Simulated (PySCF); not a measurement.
A structure optimised at PBE-D3(BJ)/def2-SVP, used in a PySCF frequency run:

```xyz
18

C     -2.8312     0.9981    -0.9527
C     -2.0747    -0.1243    -0.2652
O     -1.3284     0.4093     0.8250
Si    -0.1479    -0.4993     1.6212
Si     1.5469    -1.0391     0.0655
Si     1.7593     0.8416    -1.3342
H     -3.4424     0.6038    -1.7892
H     -3.5041     1.5069    -0.2341
H     -2.1254     1.7514    -1.3566
H     -1.3964    -0.6307    -0.9967
H     -2.7838    -0.9042     0.1023
H     -0.7442    -1.7283     2.2691
H      0.4042     0.4041     2.6851
H      1.2060    -2.2537    -0.7616
H      2.8501    -1.3088     0.7754
H      2.8889     0.6865    -2.3180
H      2.0110     2.0674    -0.4981
H      0.4816     1.0439    -2.1054
```
Charge 0, spin multiplicity 1.

Problem. Write its SMILES and formula.

Solution. CCO[SiH2][SiH2][SiH3], C2H12OSi3

Problem. What are its rotational constants (standard atomic weights)?

Solution. 1.9550, 1.1315, 0.81180 GHz
